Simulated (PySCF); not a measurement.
PySCF input for AlH3, SMILES [AlH3], B3LYP-D3(BJ)/def2-TZVPD. 

```python
import numpy as np
from pyscf import gto, scf, dft
from pyscf.geomopt import geometric_solver

mol = gto.M(
    atom='''
    Al    0.00000000    0.00000000   -0.00000000
    H     1.55305954   -0.00000000    0.00000000
    H    -0.77652978    1.34498902    0.00000000
    H    -0.77652977   -1.34498902    0.00000000
    ''',
    basis='def2-TZVPD',
    charge=0,
    spin=0,
    max_memory=1600,
    verbose=3,
)
mf = dft.RKS(mol, xc='b3lyp').density_fit(auxbasis='def2-universal-jkfit')
mf.disp = 'd3bj'
mf.grids.level = 3
mf.conv_tol = 1e-9
mf.max_cycle = 100
mf.kernel()
grad = mf.nuc_grad_method()
grad.grid_response = mol.nao <= 150
conv, mol_eq = geometric_solver.kernel(grad, convergence_set='GAU_TIGHT', maxsteps=100)
print(mol_eq.tostring(format='xyz'))
mf.reset(mol_eq)
mf.kernel()
```

It prints:

```
converged SCF energy = -244.234136277455
[banner and settings of the optimiser left out]
Geometry optimization cycle 1
Cartesian coordinates (Angstrom)
 Atom        New coordinates             dX        dY        dZ
  Al   0.000000   0.000000   0.000000    0.000000  0.000000  0.000000
   H   1.553060   0.000000   0.000000   -0.000000  0.000000  0.000000
   H  -0.776530   1.344989   0.000000    0.000000  0.000000  0.000000
   H  -0.776530  -1.344989   0.000000    0.000000  0.000000  0.000000

WARN: Mole.unit (angstrom) is changed to Bohr

converged SCF energy = -244.234136277457
--------------- DFRKS_Scanner gradients ---------------
         x                y                z
0 Al     0.0000008038    -0.0000000011    -0.0000000000
1 H    -0.0077117877    -0.0000000002    -0.0000000000
2 H     0.0038554915    -0.0066793220     0.0000000000
3 H     0.0038554923     0.0066793232    -0.0000000000
----------------------------------------------
cycle 1: E = -244.234136277  dE = -244.234  norm(grad) = 0.0133577
Step    0 : Gradient = 6.679e-03/7.712e-03 (rms/max) Energy = -244.2341362775
Hessian Eigenvalues: 4.50000e-02 5.00000e-02 5.00000e-02 ... 1.47295e-01 1.60000e-01 1.60000e-01

Geometry optimization cycle 2
Cartesian coordinates (Angstrom)
 Atom        New coordinates             dX        dY        dZ
  Al  -0.000004  -0.000003   0.000000   -0.000004 -0.000003  0.000000
   H   1.580761   0.000004   0.000000    0.027702  0.000004  0.000000
   H  -0.790376   1.368988   0.000000   -0.013846  0.023999  0.000000
   H  -0.790382  -1.368990   0.000000   -0.013852 -0.024001  0.000000
converged SCF energy = -244.234719857274
--------------- DFRKS_Scanner gradients ---------------
         x                y                z
0 Al     0.0000009274    -0.0000003750     0.0000000000
1 H     0.0001358773     0.0000002947    -0.0000000000
2 H    -0.0000682553     0.0001175676    -0.0000000000
3 H    -0.0000685494    -0.0001174873    -0.0000000000
----------------------------------------------
cycle 2: E = -244.234719857  dE = -0.00058358  norm(grad) = 0.000235472
Step    1 : Displace = 2.399e-02/2.771e-02 (rms/max) Trust = 1.000e-01 (=) Grad = 1.177e-04/1.360e-04 (rms/max) E (change) = -244.2347198573 (-5.836e-04) Quality = 0.964
Hessian Eigenvalues: 4.50000e-02 5.00000e-02 5.00000e-02 ... 1.49891e-01 1.60000e-01 1.60000e-01

Geometry optimization cycle 3
Cartesian coordinates (Angstrom)
 Atom        New coordinates             dX        dY        dZ
  Al  -0.000006  -0.000002  -0.000000   -0.000002  0.000001 -0.000000
   H   1.580279   0.000003   0.000000   -0.000482 -0.000002  0.000000
   H  -0.790135   1.368575   0.000000    0.000241 -0.000413  0.000000
   H  -0.790138  -1.368576   0.000000    0.000243  0.000414  0.000000
converged SCF energy = -244.234720052247
--------------- DFRKS_Scanner gradients ---------------
         x                y                z
0 Al     0.0000005198    -0.0000002931    -0.0000000000
1 H     0.0000073050     0.0000001831     0.0000000000
2 H    -0.0000038384     0.0000063044     0.0000000000
3 H    -0.0000039864    -0.0000061944     0.0000000000
----------------------------------------------
cycle 3: E = -244.234720052  dE = -1.94973e-07  norm(grad) = 1.27473e-05
Step    2 : Displace = 4.157e-04/4.819e-04 (rms/max) Trust = 1.414e-01 (+) Grad = 6.374e-06/7.381e-06 (rms/max) E (change) = -244.2347200522 (-1.950e-07) Quality = 1.054
Hessian Eigenvalues: 4.50000e-02 5.00000e-02 5.00000e-02 ... 1.47295e-01 1.60000e-01 1.60008e-01

Geometry optimization cycle 4
Cartesian coordinates (Angstrom)
 Atom        New coordinates             dX        dY        dZ
  Al  -0.000007  -0.000001   0.000000   -0.000001  0.000001  0.000000
   H   1.580251   0.000001   0.000000   -0.000028 -0.000001 -0.000000
   H  -0.790121   1.368553   0.000000    0.000014 -0.000022 -0.000000
   H  -0.790123  -1.368554  -0.000000    0.000016  0.000023 -0.000000
converged SCF energy = -244.234720052816
--------------- DFRKS_Scanner gradients ---------------
         x                y                z
0 Al     0.0000003053    -0.0000001738     0.0000000000
1 H    -0.0000000426     0.0000000969    -0.0000000000
2 H    -0.0000000976    -0.0000000332    -0.0000000000
3 H    -0.0000001651     0.0000001101    -0.0000000000
----------------------------------------------
cycle 4: E = -244.234720053  dE = -5.69031e-10  norm(grad) = 4.29684e-07
Step    3 : Displace = 2.381e-05/2.851e-05 (rms/max) Trust = 2.000e-01 (+) Grad = 2.148e-07/3.513e-07 (rms/max) E (change) = -244.2347200528 (-5.690e-10) Quality = 0.993
Hessian Eigenvalues: 4.50000e-02 5.00000e-02 5.00000e-02 ... 1.47295e-01 1.60000e-01 1.60008e-01
Converged! =D

4
XYZ from PySCF
Al         -0.00000736       -0.00000086        0.00000000
H           1.58025094        0.00000133        0.00000000
H          -0.79012090        1.36855314        0.00000000
H          -0.79012269       -1.36855361       -0.00000000
converged SCF energy = -244.234720052814
```

The calculation finished and met its thresholds.

Cost: around 11 core-seconds (rough).
